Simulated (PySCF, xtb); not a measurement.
W(O)(NH)(Cl)(SH) (ClH2NOSW), SMILES [W]([Cl])([SH])(=[O])=[NH], multiplicity 1. One conformer was computed; it need not be the lowest.

Harmonic wavenumbers (cm⁻¹) from GFN2-xTB run with xtb at its own minimum, in rising order: 103, 135, 162, 169, 210, 244, 302, 340, 526, 588, 667, 852, 913, 2364, 3339.

What does PBE-D3(BJ)/def2-SVP run with PySCF give at its own minimum? (The exact figures need the calculation; the answer reports its results.)

106, 149, 178, 204, 274, 293, 380, 393, 521, 602, 650, 952, 990, 2615, 3513. Paired by order, the mean absolute difference is 63 cm⁻¹ and the zero-point energies are 15.6 and 16.9 kcal/mol.
